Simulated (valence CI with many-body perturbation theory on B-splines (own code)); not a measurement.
Values are calculated unless marked as measured or tabulated.
Run record, Sm39+

Level of theory: configuration interaction combined with many-body perturbation theory (CI+MBPT): five valence electrons over a frozen Dirac-Fock core [Ar], radial functions for each j: 6 s, 6 p, 5 d, 5 f, 1 g, with the one-electron correlation potential Σ1 (screened to all orders), the two-electron term Σ2, the three-electron term Σ3, Breit, model QED; selected single and double excitations, second order for the rest, scaled by the run's own slope (own B-spline code, finite nucleus).

Command, and the settings that its task file holds:

```sh
python run_cv.py task.json out
```

```
atom Sm  Z=62  mass_number=152  rms_radius_fm=5.0819
core [Ar]
valence 3d5
avg = 1
basis = S
breit = 1
cap = 10000
capref = 1200
cscale = 1
de = 0.0
dress = 0
eps = 2e-08
extrap = 1
h = 0.27
hh = 1
l2 = 3
lcore = 6
maxit = 60
n2 = 5
natural = 1
nlev = 21
nno = [3, 3, 3, 3, 1]
nroot = 26
nsp = [3, 3, 2, 2, 0]
pt2 = 1
qed = 1
rpa = 1
s1 = 1
s2 = -1
s3 = 1
screen = 1
tol = 2e-05
whole = 1
```

It took 58 s on 1 thread of Intel(R) Xeon(R) Platinum 8259CL CPU @ 2.50GHz (Skylake/Cascade Lake) (shared host).

Log. The first blocks belong to the next ion, which gives the ionisation energy. Fields: 2J, parity (1 odd), roots, reference size, generating configurations, candidates as configurations/state functions, variational space P, stored matrix elements, Davidson steps; e2 is the range of second-order energies in hartree. The first line gives the box (bohr), its intervals, the orbitals and the steps of their self-consistent field. Window is the range of levels sought, series limit the energy at which the first omitted orbital would enter, core excitation an estimate of the first excitation out of the core, left out the lowest levels not solved, and shifts from estimates the range by which levels moved from their first estimate, all in cm⁻¹.

```
rmax 2.9 intervals 57 orbitals 40 references ['3d5', '3d4 4s', '3d4 4p'] scf 4 t 1.4
2J=0 par=0 roots 2 ref 17 generators 4 cand 462/982 P 475/999 nnz 0 it 0
2J=0 par=0 roots 2 ref 17 generators 4 cand 670/1055 P 1145/2054 nnz 0 it 5
   second order: generators 8 cand 2191/5156 e2 -0.00003 -0.00002
2J=2 par=0 roots 2 ref 36 generators 3 cand 152/894 P 167/930 nnz 0 it 0
2J=2 par=0 roots 2 ref 36 generators 3 cand 928/4047 P 1095/4977 nnz 5.5e+06 it 5
   second order: generators 4 cand 885/5384 e2 -0.00002 -0.00002
reference levels 556, estimated 34, window 605825 1/cm; series limit 15461113, core excitation 1954614
2J=5 par=0 roots 7 ref 81 generators 5 cand 53/811 P 221/3299 nnz 2.8e+06 it 4
2J=5 par=0 roots 7 ref 81 generators 7 cand 504/6612 P 725/9911 nnz 2.1e+07 it 6
   second order: generators 19 cand 9720/319846 e2 -0.00157 -0.00121
2J=7 par=0 roots 6 ref 72 generators 3 cand 40/701 P 200/3100 nnz 2.6e+06 it 4
2J=7 par=0 roots 6 ref 72 generators 6 cand 460/6601 P 660/9701 nnz 2.1e+07 it 5
   second order: generators 16 cand 8500/293388 e2 -0.00210 -0.00154
2J=11 par=0 roots 3 ref 35 generators 3 cand 59/862 P 252/3093 nnz 2.5e+06 it 4
2J=11 par=0 roots 3 ref 35 generators 5 cand 789/6899 P 1041/9992 nnz 2.2e+07 it 5
   second order: generators 14 cand 7888/240563 e2 -0.00027 -0.00024
2J=3 par=0 roots 5 ref 67 generators 3 cand 77/919 P 287/3457 nnz 2.9e+06 it 5
2J=3 par=0 roots 5 ref 67 generators 4 cand 701/6421 P 988/9878 nnz 2e+07 it 6
   second order: generators 13 cand 7489/191823 e2 -0.00076 -0.00061
2J=9 par=0 roots 4 ref 56 generators 3 cand 48/956 P 230/3477 nnz 3.1e+06 it 4
2J=9 par=0 roots 4 ref 56 generators 4 cand 541/6359 P 771/9836 nnz 2.2e+07 it 5
   second order: generators 9 cand 5598/167598 e2 -0.00125 -0.00108
2J=1 par=0 roots 3 ref 39 generators 3 cand 148/871 P 520/3393 nnz 2.6e+06 it 4
2J=1 par=0 roots 3 ref 39 generators 3 cand 999/5104 P 1519/8497 nnz 1.4e+07 it 5
   second order: generators 10 cand 5644/76163 e2 -0.00013 -0.00009
2J=13 par=0 roots 1 ref 18 generators 1 cand 80/897 P 328/3298 nnz 2.7e+06 it 4
2J=13 par=0 roots 1 ref 18 generators 1 cand 848/5475 P 1176/8773 nnz 1.7e+07 it 5
   second order: generators 4 cand 3893/98103 e2 -0.00006 -0.00006
left out: unestimated 945853, estimated 789250, shifts from estimates -828 to 209
operators 2.1
```

The Davidson iterations converged. The settings are bad on purpose, so the numbers may not be properties of the ion.

The last digits are not significant, and no measured levels were compared; by estimate large intervals hold to a few tenths of a per cent, small ones and those within an open d or f shell to about a per cent. Among the levels kept, up to 470 cm⁻¹ of a level comes from second order outside the variational space, and about a tenth of that is noise between levels of different J, which matters for small intervals. Only levels of the ground parity were solved; by the run's estimate the other parity begins above the list, which can be wrong where configurations are misplaced.

- Valence energy: -573.9542 hartree
- Ionisation energy: 2866.9 eV (NIST: 2887 ± 4 eV (theoretical))
- Reference configurations for the orbitals: 3d5, 3d4 4s, 3d4 4p
- Radial orbitals: 40
- Box radius: 2.865 bohr
- Largest variational space: 9992
- Lowest levels: (3d3/2^4 3d5/2) J=5/2 0, (3d3/2^3 3d5/2^2) J=5/2 [a] 163690, (3d3/2^3 3d5/2^2) J=7/2 [a] 246100, (3d3/2^3 3d5/2^2) J=11/2 250980, (3d3/2^3 3d5/2^2) J=3/2 [a] 257760, (3d3/2^3 3d5/2^2) J=9/2 284490, (3d3/2^3 3d5/2^2) J=5/2 [b] 304760, (3d3/2^3 3d5/2^2) J=1/2 318300, (3d3/2^3 3d5/2^2) J=7/2 [b] 344260, (3d3/2^2 3d5/2^3) J=5/2 [a] 409980, (3d3/2^3 3d5/2^2) J=3/2 [b] 424160, (3d3/2^2 3d5/2^3) J=11/2 453460, (3d3/2^2 3d5/2^3) J=7/2 [a] 455530, (3d3/2^2 3d5/2^3) J=9/2 [a] 474710 cm⁻¹

Levels are named by their leading jj configuration (3d3/2^4 stands for four electrons in 3d with j = 3/2), which in mixed levels can hold well under half, so a name can repeat and another be missing. Letters in brackets count levels of one name in rising energy.
